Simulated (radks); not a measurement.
Pt LIX, configuration [Ar] 3d2. All-electron calculation, Dirac Kohn-Sham, PBE, spin-unpolarised, spherical densities, point nucleus; open shells are shared between the two j in proportion to 2j + 1. Program: a radial shooting solver on a logarithmic mesh with Libxc functionals.

Normalised radial functions P(r) = r R(r) (large component), r in bohr:

r,3p3/2
0.002114,0.0294
0.002346,0.0355
0.002624,0.0435
0.002911,0.0525
0.003256,0.0642
0.003613,0.0773
0.004042,0.0942
0.004485,0.1130
0.005016,0.1371
0.005566,0.1637
0.006225,0.1977
0.006963,0.2379
0.007726,0.2816
0.008642,0.3364
0.009589,0.3953
0.01073,0.4679
0.0119,0.5445
0.01331,0.6372
0.01477,0.7325
0.01652,0.8445
0.01833,0.9558
0.0205,1.0811
0.02275,1.1991
0.02545,1.3226
0.02824,1.4277
0.03158,1.5219
0.03505,1.5823
0.0392,1.6062
0.04349,1.5786
0.04865,1.4827
0.05398,1.3219
0.06038,1.0638
0.06753,0.7150
0.07494,0.3148
0.08382,-0.1837
0.093,-0.6867
0.104,-1.2365
0.1154,-1.7163
0.1291,-2.1540
0.1433,-2.4482
0.1602,-2.6111
0.1778,-2.6054
0.1989,-2.4366
0.2207,-2.1550
0.2468,-1.7642
0.2739,-1.3704
0.3063,-0.9664
0.3399,-0.6463
0.3802,-0.3821
0.4218,-0.2134
0.4718,-0.1019
0.5236,-0.0457
0.5856,-0.0168

3p3/2: eigenvalue -6186.3 eV, 1 radial node at r = 0.0805 bohr, <r> = 0.178 bohr, 90 % of the charge inside 0.265 bohr.
